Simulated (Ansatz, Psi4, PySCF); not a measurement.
B2Cl4, charge +1, doublet, at a GFN2-xTB geometry (a state made from the parent by changing its charge; the spin is typed, not shown lowest). Base run: PySCF with CCSD(T)/STO-3G.

PySCF was given this input:
```python
from pyscf import gto, scf, cc

mol = gto.M(
    atom='''
Cl   -1.616614   -1.230963    0.932749
B    -0.926728   -0.086481   -0.070011
Cl   -1.658216    0.925362   -1.180152
B     0.926728    0.086481    0.070011
Cl    1.816168   -0.894556   -0.948701
Cl    1.458661    1.200157    1.196103
''',
    basis='sto-3g',
    charge=1,
    spin=1,
    verbose=4,
)

mf = scf.UHF(mol)
mf.kernel()

mycc = cc.CCSD(mf)
mycc.kernel()
et = mycc.ccsd_t()
print('E(CCSD(T)) = %.10f' % (mycc.e_tot + et))
```

The same geometry, method and basis name were run in Ansatz (a first-principles code) and Psi4 and PySCF, at each program's defaults and at the settings that a row names. The base is PySCF at its defaults. Differences at the defaults can come from grids, fitting, cores and function types together.

```csv
code and settings,ΔE vs base (µEh),basis functions,E (Eh),SCF cycles
"PySCF, defaults (exact integrals, spherical functions, all electrons correlated)",0.0,46,-1867.02190,10
"Psi4, defaults (exact integrals, spherical functions, all electrons correlated)",-0.1,46,-1867.02190,12
"Ansatz, defaults (factorised integrals, spherical functions, frozen core)",1764,46,-1867.02014,-
"PySCF, frozen core",1745,46,-1867.02016,10
"Psi4, exact integrals, spherical functions, frozen core",1745,46,-1867.02016,12
"Ansatz, high accuracy, frozen core",1745,46,-1867.02016,-
```

Open shells are given as the SCF converged; they aren't shown to be the lowest states, and a large step between rows can be another state.
